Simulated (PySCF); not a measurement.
Be(Cl)(SeH) (BeClHSe), SMILES [Cl][Be][SeH].

The structure is a stationary point at PBE-D3(BJ)/def2-TZVP. Other conformers were not sampled.

All values below come from C-PCM-M06-2X/def2-SVP (PySCF).

The values are the electrostatic part of the solvation free energy, E(continuum) − E(gas) at the gas-phase geometry, in a cavity of scaled van der Waals radii (PySCF's table); cavitation and dispersion terms are not included. A continuum can't describe solvent molecules that bind to the metal. In vacuum the orbital gap is 8.38 eV. The dipole moment in vacuum is 0.80 D.

```csv
solvent,ε,ΔG(elec) (kcal/mol),dipole (D),gap (eV)
water,78.36,-6.1,1.08,8.71
"N,N-dimethylformamide",37.22,-6.0,1.08,8.71
dimethylsulfoxide,46.83,-6.0,1.08,8.71
```
